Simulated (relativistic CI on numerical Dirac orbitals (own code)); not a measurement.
**What each ingredient does to the levels of Hg79+**

Base calculation: Dirac-Coulomb-Breit CI, separate exchange-only KLI orbitals for each configuration, model QED.

Configurations in the expansion: 1s, 2s, 2p, 3s, 3p, 3d, 4s, 4p, 4d, 4f, 5s, 5p, 5d, 5f, 5g, 6s, 6p, 6d. Levels of other configurations are missing.

Variants: (1) QED terms removed; (2) non-relativistic limit. Shifts of the energy above 1s 2S_1/2, in eV, for the lowest level and the first level of each name with at least 55 % of one term (blank where a level changes its place among those of its configuration and J or its character, or is not in the variant):

```csv
Level,Base,Δ(1),Δ(2)
1s 2S_1/2,0.0,0.0,0.0
2p 2P°_1/2,71281.3,+158.3,-5981.9
2s 2S_1/2,71315.6,+132.6,-6015.2
2p 2P°_3/2,73650.6,+156.8,-8351.2
3p 2P°_1/2,85230.7,+161.4,-7837.4
3s 2S_1/2,85240.8,+153.8,-7847.3
3d 2D_3/2,85935.2,+162.6,-8541.9
3p 2P°_3/2,85936.8,+160.9,-8543.6
3d 2D_5/2,86130.3,+162.2,-8737.0
4p 2P°_1/2,90009.8,+162.1,-8383.6
4s 2S_1/2,90014.0,+158.9,-8387.7
4d 2D_3/2,90304.4,+162.5,-8678.3
4p 2P°_3/2,90305.1,+161.9,-8678.9
4f 2F°_5/2,90387.1,+162.6,-8760.9
```
